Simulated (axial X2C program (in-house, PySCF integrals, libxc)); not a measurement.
Which molecule has these constants?

All values come from calculations with an in-house relativistic program for diatomic molecules, spin-free (one-electron X2C) or two-component (2c: spin–orbit coupling with atomic mean-field Coulomb and Gaunt terms, which also bring small scalar terms), in Dyall basis sets with cores contracted in-house; open shells are unrestricted.

A two-component PBE0 calculation in a Dyall 3-zeta basis gave Re = 2.166 Å, ωe = 422.8 cm⁻¹, De = 1.38 eV, dipole magnitude 2.33 D, Ω = 5/2.

Question: Which molecule is it?
A. CrN
B. LiCr
C. CrO
D. CrB
E. CrF

Answer: D. The others have CrF 1.780 Å and 661.7 cm⁻¹ (Ω = 5/2); CrO 1.601 Å and 894.2 cm⁻¹ (Ω = 1); LiCr 2.685 Å and 278.5 cm⁻¹ (Ω = 5/2); CrN 1.552 Å and 778.6 cm⁻¹ (Ω = 3/2).

Each entry is the lowest single determinant of a limited PBE0 search at one distance. De goes to single-determinant-based atoms at the same level (for ions the charge split of lowest energy) and is withheld (n/a) where an atom does not fit its ground term or J level. Main or longest-lived isotopes. One determinant is a doubtful description, or other states lie close, for CrB, CrF, CrO, LiCr, CrN; these need not be ground states, and all values refer to the states named. Some open-shell Ω = 0 determinants are out of reach, so the Ω given for CrO need not be the lowest component. With several unpaired electrons the Ω given is that of one determinant, not necessarily of the lowest component. Some light 2c atoms are not at their ground J level, so De misses part of their lowering (0.04 eV or less). The functionals have no current term, which raises determinants with orbital currents.
